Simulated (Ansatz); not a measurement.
A short molecular-dynamics run on Br2Ge, SMILES `[Br][Ge][Br]`.

```yaml
crystal:
  periodic: [false, false, false]
  atoms:
    - {symbol: Br, position_ang: [-0.284960, 1.782562, -0.420499]}
    - {symbol: Ge, position_ang: [-0.899107, -0.379756, 0.233839]}
    - {symbol: Br, position_ang: [1.173067, -1.467606, 0.173359]}
basis:
  gaussian: {orbitals: def2-SVP}
hamiltonian: {xc: {name: BLYP}, dispersion: d3bjatm}
md: {timestep: 1 fs, n_steps: 20, ensemble: nvt_langevin, temperature: 1500, initial_velocities: maxwell_boltzmann, friction: 0.01, seed: 481}
```

```sh
$ ansatz run in.yaml --threads 4 --pin off --events-out ev --progress --plain --max-ram 10444MiB
```

```tsv
step	time (fs)	potential energy (eV)	kinetic (eV)	T (K)	conserved (eV)
0	0.0	-196592.5393	0.3878	1000	–
1	1.0	-196592.5489	0.3951	1019	–
2	2.0	-196592.5572	0.4934	1272	–
3	3.0	-196592.5642	0.5841	1506	–
4	4.0	-196592.5691	0.6301	1625	–
5	5.0	-196592.5716	0.6097	1572	–
6	6.0	-196592.5719	0.4799	1238	–
7	7.0	-196592.5703	0.3675	948	–
8	8.0	-196592.5676	0.3757	969	–
9	9.0	-196592.5636	0.3554	917	–
10	10.0	-196592.5586	0.3240	836	–
11	11.0	-196592.5527	0.3259	840	–
12	12.0	-196592.5457	0.3132	808	–
13	13.0	-196592.5378	0.3068	791	–
14	14.0	-196592.5296	0.2670	689	–
15	15.0	-196592.5215	0.3014	777	–
16	16.0	-196592.5128	0.3052	787	–
17	17.0	-196592.5032	0.2989	771	–
18	18.0	-196592.4943	0.2521	650	–
19	19.0	-196592.4860	0.2463	635	–
20	20.0	-196592.4776	0.3001	774	–
```

Velocities are drawn at the set temperature; a run this short doesn't reach equilibrium.

Frames (Å, forces in eV/Å):

```xyz
3
time=0.0 fs
Br   -0.285    1.783   -0.420    0.114    0.646   -0.184
Ge   -0.899   -0.380    0.234   -0.685   -0.274    0.182
Br    1.173   -1.468    0.173    0.571   -0.372    0.002
3
time=1.0 fs
Br   -0.285    1.786   -0.425    0.089    0.559   -0.159
Ge   -0.904   -0.380    0.237   -0.556   -0.241    0.154
Br    1.176   -1.472    0.175    0.466   -0.318    0.005
3
time=2.0 fs
Br   -0.284    1.790   -0.430    0.062    0.469   -0.133
Ge   -0.909   -0.380    0.241   -0.418   -0.206    0.124
Br    1.180   -1.476    0.176    0.356   -0.263    0.009
3
time=3.0 fs
Br   -0.283    1.794   -0.436    0.029    0.369   -0.102
Ge   -0.915   -0.380    0.244   -0.271   -0.161    0.088
Br    1.183   -1.479    0.178    0.242   -0.208    0.014
3
time=4.0 fs
Br   -0.281    1.799   -0.442   -0.007    0.260   -0.068
Ge   -0.922   -0.380    0.248   -0.127   -0.104    0.049
Br    1.187   -1.483    0.180    0.133   -0.156    0.019
3
time=5.0 fs
Br   -0.279    1.805   -0.449   -0.042    0.154   -0.034
Ge   -0.928   -0.379    0.251    0.013   -0.048    0.011
Br    1.189   -1.486    0.182    0.030   -0.107    0.024
3
time=6.0 fs
Br   -0.277    1.810   -0.455   -0.074    0.062   -0.004
Ge   -0.934   -0.378    0.256    0.142   -0.002   -0.024
Br    1.192   -1.489    0.183   -0.068   -0.060    0.028
3
time=7.0 fs
Br   -0.277    1.813   -0.460   -0.100   -0.011    0.021
Ge   -0.940   -0.377    0.260    0.256    0.029   -0.054
Br    1.195   -1.492    0.183   -0.155   -0.018    0.033
3
time=8.0 fs
Br   -0.276    1.816   -0.464   -0.123   -0.072    0.042
Ge   -0.946   -0.377    0.264    0.360    0.052   -0.080
Br    1.198   -1.495    0.184   -0.237    0.021    0.037
3
time=9.0 fs
Br   -0.275    1.819   -0.469   -0.145   -0.132    0.063
Ge   -0.951   -0.376    0.268    0.459    0.074   -0.105
Br    1.201   -1.498    0.184   -0.315    0.058    0.042
3
time=10.0 fs
Br   -0.274    1.822   -0.474   -0.166   -0.188    0.084
Ge   -0.956   -0.375    0.271    0.553    0.096   -0.130
Br    1.203   -1.500    0.185   -0.387    0.092    0.046
3
time=11.0 fs
Br   -0.272    1.826   -0.478   -0.188   -0.244    0.104
Ge   -0.961   -0.374    0.274    0.642    0.120   -0.155
Br    1.205   -1.502    0.187   -0.454    0.123    0.050
3
time=12.0 fs
Br   -0.270    1.829   -0.483   -0.210   -0.297    0.124
Ge   -0.966   -0.373    0.276    0.728    0.145   -0.179
Br    1.208   -1.504    0.188   -0.518    0.152    0.054
3
time=13.0 fs
Br   -0.269    1.832   -0.488   -0.232   -0.351    0.144
Ge   -0.972   -0.372    0.277    0.810    0.171   -0.202
Br    1.211   -1.505    0.190   -0.579    0.179    0.058
3
time=14.0 fs
Br   -0.268    1.836   -0.492   -0.251   -0.402    0.163
Ge   -0.976   -0.372    0.278    0.886    0.197   -0.223
Br    1.214   -1.506    0.192   -0.634    0.205    0.060
3
time=15.0 fs
Br   -0.267    1.839   -0.496   -0.267   -0.443    0.178
Ge   -0.980   -0.370    0.278    0.953    0.213   -0.240
Br    1.217   -1.508    0.195   -0.686    0.231    0.062
3
time=16.0 fs
Br   -0.266    1.843   -0.499   -0.281   -0.480    0.192
Ge   -0.985   -0.368    0.278    1.020    0.223   -0.255
Br    1.220   -1.509    0.199   -0.739    0.257    0.063
3
time=17.0 fs
Br   -0.265    1.846   -0.503   -0.296   -0.518    0.207
Ge   -0.989   -0.367    0.280    1.086    0.236   -0.271
Br    1.223   -1.510    0.203   -0.790    0.282    0.064
3
time=18.0 fs
Br   -0.264    1.849   -0.507   -0.308   -0.549    0.219
Ge   -0.992   -0.365    0.281    1.143    0.245   -0.285
Br    1.226   -1.511    0.207   -0.834    0.304    0.065
3
time=19.0 fs
Br   -0.263    1.852   -0.510   -0.318   -0.575    0.230
Ge   -0.995   -0.362    0.283    1.192    0.251   -0.296
Br    1.229   -1.512    0.211   -0.874    0.324    0.066
3
time=20.0 fs
Br   -0.263    1.855   -0.513   -0.327   -0.601    0.241
Ge   -0.998   -0.359    0.285    1.238    0.256   -0.307
Br    1.231   -1.514    0.215   -0.911    0.345    0.067
```

Hardware: 4 threads of an Arm Neoverse V1 on a shared host. Wall time 16 s, peak host memory 0.32 GiB.
